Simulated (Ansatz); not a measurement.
Ideal-gas functions of `C1C[AsH]1` at 298.15 K and 1 bar, from an Ansatz frequency run at PBE0-D4/def2-TZVP.

Molar mass 103.98 g/mol, point group Cs (symmetry number 1), electronic degeneracy 1, moments of inertia 25.031, 79.136, 92.884 u Å². Harmonic wavenumbers (cm⁻¹, unscaled): 504, 522, 606, 730, 798, 878, 924, 973, 995, 1112, 1215, 1445, 1472, 2189, 3156, 3160, 3239, 3256.

Use S(trans) = R[1.5 ln M + 2.5 ln T − 1.1517]; rotational temperatures θ = 24.2544 K / I; S(rot) = R[ln(√π/σ · √(T³/θAθBθC)) + 1.5]; for each mode x = 1.438777 ν̃/T, S = R[x/(eˣ − 1) − ln(1 − e⁻ˣ)] and H = RT x/(eˣ − 1); 1 cm⁻¹ = 0.0119627 kJ/mol; R = 8.31446 J/(mol·K).

Question: By hand: the entropy, in J/(mol·K).

Answer: Translation 166.8. Rotation: θ = 0.969, 0.3065, 0.2611 K, giving 98.9. Vibration, mode by mode: 2.71, 2.53, 1.84, 1.14, 0.87, 0.64, 0.53, 0.44, 0.40, 0.25, 0.16, 0.06, 0.06, 0.00, 0.00, 0.00, 0.00, 0.00, in all 11.6. Electronic 0.0. Sum 277.3 J/(mol·K).

Question: By hand: H − E and G − E in kJ/mol, counted from the electronic energy.

Answer: Zero-point energy ½ × 27174 × 0.0119627 = 162.5; thermal vibration 2.6; translation, rotation and pV give 4 RT = 9.9. H − E = 175.0 kJ/mol, and G − E = 175.0 − 298.15 × 277.3/1000 = 92.3 kJ/mol.

Vibration gives 4 % of the entropy.
